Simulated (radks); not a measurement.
Q: The mean radii <r> (bohr) of the occupied orbitals of an atom or ion are listed with their occupations. Calculated with a radial shooting solver on a logarithmic mesh with Libxc functionals: scalar-relativistic Kohn-Sham, PBE, spin-unpolarised, spherical densities, point nucleus.

orbital  occ.      <r>
1s          2  0.01658
2s          2  0.06991
2p          6  0.06328
3s          2   0.1806
3p          6   0.1821
3d         10   0.1650
4s          2   0.3992
4p          6   0.4254
4d         10   0.4488
5s          2   0.8975
4f         14   0.4820
5p          6    1.027
5d          8    1.352
6p          1    2.658

Name the element and its charge.

A: Z = 80, mercury, charge +3: Hg3+ in [Xe] 4f14 5d8 6p1. The 1s radius gives Z: for a bare nucleus <r> = (2 gamma + 1)/(2Z) with gamma = sqrt(1 - (Z/c)^2), 0.0164 bohr for Z = 80, and screening makes it slightly larger (0.01658 here). The occupations add up to 77, and the charge is Z minus that.
